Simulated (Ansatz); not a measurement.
Two members of one family (Series Mo(NH)2X2), computed with Ansatz in the gas phase; def2 core potentials for Mo, no spin–orbit coupling. The two geometries come from different levels. Binding counts from free atoms in the multiplicity of their measured ground term, without zero-point energy. Names give formal oxidation states. The structures are stationary points that may keep the symmetry of their start. Remarks come from the PBE and PBE0 runs and from stability tests at other levels; not every state was tested.

First: Mo(NH)2Cl2 (singlet, charge 0, PBE-D4/def2-SVP geometry).

```xyz
7

Mo    0.0858    0.1556   -0.4575
N    -1.1574   -0.9552    0.0131
H    -1.6821   -1.5148    0.6972
N     0.9784    0.6297    0.9496
H     1.1856    0.6126    1.9556
Cl   -0.9355    2.0291   -1.3028
Cl    1.5250   -0.9569   -1.8551
```

```tsv
level	HOMO (eV)	LUMO (eV)	gap (eV)	binding per atom (eV)
PBE-D4/def2-TZVP	-7.07	-3.59	3.47	3.87
BLYP-D4/def2-TZVP	-6.91	-3.48	3.44	3.84
PBE0-D4/def2-SVP	-8.34	-2.78	5.56	3.55
r2SCAN0-D4/def2-TZVP	-8.63	-2.91	5.72	3.32
ωB97M-V/def2-TZVP	-10.62	-0.90	9.72	3.52
```

Metal–donor distances: 2 × N 1.73 Å, 2 × Cl 2.29 Å. Remarks: restricted SCF unstable in HF.

Second: Mo(NH)2(OH)2 (singlet, charge 0, B3LYP-D4/def2-SVP geometry).

```xyz
9

Mo   -0.0703   -0.0180    0.0887
N     1.6432   -0.2911    0.1271
H     2.5901   -0.3248   -0.2461
N    -0.5901    0.5669   -1.4594
H    -0.4806    0.8767   -2.4233
O    -0.5239    1.3055    1.3742
H     0.0741    1.4883    2.1109
O    -0.9149   -1.6825    0.4469
H    -1.7277   -1.9209   -0.0190
```

**Question.** Estimate the same table for the second.

**Answer.** 
| level | HOMO (eV) | LUMO (eV) | gap (eV) | binding per atom (eV) |
| --- | --- | --- | --- | --- |
| PBE-D4/def2-TZVP | -6.34 | -2.08 | 4.26 | 4.12 |
| BLYP-D4/def2-TZVP | -6.22 | -2.00 | 4.22 | 4.11 |
| PBE0-D4/def2-SVP | -7.58 | -1.11 | 6.46 | 3.82 |
| r2SCAN0-D4/def2-TZVP | -7.92 | -1.31 | 6.62 | 3.61 |
| ωB97M-V/def2-TZVP | -9.98 | 0.74 | 10.71 | 3.83 |

Metal–donor distances: 2 × N 1.73 Å, 2 × O 1.90 Å. Remarks: restricted SCF unstable in HF.
